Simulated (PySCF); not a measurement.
C₂H₇OSi, SMILES C[Si](C)O (connectivity only; charge and spin as stated), charge +1, multiplicity 1.

The structure is a stationary point at B3LYP-D3(BJ)/def2-SVP. The spin state was assumed, not searched. The isomer is the one that the SMILES or the coordinates give; other isomers of the formula were not compared. One conformer was computed; it need not be the lowest.

The numbers are results of TDDFT-PBE/def2-SVPD run with PySCF, not measurements.

Vertical excitations. 

Problem. Estimate the UV-visible absorptions. (The exact figures need the calculation; the answer reports its results.)

Solution. 
| state | energy (eV) | λ (nm) | f | main pairs |
|---|---|---|---|---|
| S1 | 5.70 | 218 | 0.000 | HOMO→LUMO 100 % |
| S2 | 6.72 | 184 | 0.001 | HOMO−2→LUMO 98 % |
| S3 | 7.27 | 171 | 0.072 | HOMO−1→LUMO 81 % |
| S4 | 7.36 | 168 | 0.006 | HOMO−3→LUMO 88 % |
| S5 | 7.47 | 166 | 0.011 | HOMO−4→LUMO 48 %, HOMO→LUMO+1 40 % |
| S6 | 7.85 | 158 | 0.158 | HOMO→LUMO+1 37 %, HOMO−4→LUMO 33 %, HOMO−5→LUMO 17 % |
| S7 | 7.86 | 158 | 0.040 | HOMO−5→LUMO 77 % |
| S8 | 8.32 | 149 | 0.002 | HOMO−6→LUMO 87 % |
| S9 | 8.34 | 149 | 0.005 | HOMO−1→LUMO+1 95 % |
| S10 | 8.59 | 144 | 0.046 | HOMO−2→LUMO+1 88 % |
| T1 | 5.31 | 234 | 0 | HOMO→LUMO 100 % |
| T2 | 6.01 | 206 | 0 | HOMO−1→LUMO 97 % |
| T3 | 6.42 | 193 | 0 | HOMO−2→LUMO 97 % |
| T4 | 6.95 | 178 | 0 | HOMO→LUMO+1 77 %, HOMO−4→LUMO 17 % |
Triplets are in the Tamm–Dancoff approximation, which puts them higher than full response would, so one can lie above its singlet here.
